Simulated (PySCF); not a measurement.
Isomers C5H6O2Si:

A. SMILES O=COC1=C[SiH2]C=C1
B. `C1=CC(=O)C([SiH3])C1=O`
C. SMILES O=C1[SiH](C)C(=O)C=C1
D. `C[SiH2]C#CC(=O)C=O`

Spectrum 1. ¹H NMR (400 MHz, computed): δ 7.09 (s, 2H), 4.55 (m, 1H), 0.45 (d, 3H). ¹³C{¹H} NMR (computed): δ 244.8 (C), 151.9 (CH), -10.1 (CH3).

Spectrum 2. ¹H NMR (400 MHz, computed): δ 9.15 (s, 1H), 4.61 (q, 2H), 0.52 (t, 3H). ¹³C{¹H} NMR (computed): δ 195.2 (CH), 180.0 (C), 118.3 (C), 107.5 (C), -5.0 (CH3).

Spectrum 3. ¹H NMR (400 MHz, computed): δ 8.33 (s, 1H), 7.05 (d, 1H), 6.83 (t, 1H), 6.40 (m, 1H), 4.76 (m, 2H). ¹³C{¹H} NMR (computed): δ 167.7 (C), 163.3 (CH), 155.0 (CH), 136.2 (CH), 111.2 (CH).

Spectrum 4. ¹H NMR (400 MHz, computed): δ 7.17 (s, 2H), 3.96 (d, 3H), 2.84 (m, 1H). ¹³C{¹H} NMR (computed): δ 208.3 (C), 153.8 (CH), 47.3 (CH).

Non-relativistic, one computed conformer, averaged over atoms made equivalent by symmetry, fast rotation or ring inversion, no solvent model. GIAO PBE0/pcSseg-1 shieldings; structure optimised with GFN2-xTB; PySCF 2.14.

Chemical shifts δ = σref − σ; ¹H, ¹³C vs TMS, all at this level. Where no couplings were computed, multiplicities follow the n + 1 count of equivalent neighbours, and m marks all less simple cases (inequivalent or close neighbours, rings, F or P nearby). Shifts are as computed. Against solution values, carbons near 30 ppm lie about +3 ppm off and those near 130 ppm about +5 ppm. Of 1211 compounds with measured shifts, 218 miss one by over three times the rms of a fit or turn the order of signals round; such compounds aren't used in these exercises.

Problem. Which spectrum belongs to which compound?

Solution. 1–C, 2–D, 3–A, 4–B.

- Spectrum 1 (C): 3 ¹³C signals; δC 151.9 is a β carbon of a C=C–C=O unit; δC -10.1 is a methyl carbon bonded to Si.
- Spectrum 2 (D): 5 ¹³C signals; δC 195.2 is an aldehyde carbonyl carbon; δC -5.0 is a methyl carbon bonded to Si.
- Spectrum 3 (A): 5 ¹³C signals; δC 167.7 is an alkene carbon bearing oxygen; δC 163.3 is an ester carbonyl carbon.
- Spectrum 4 (B): 3 ¹³C signals; δC 208.3 is a ketone carbonyl carbon; δC 153.8 is a β carbon of a C=C–C=O unit.
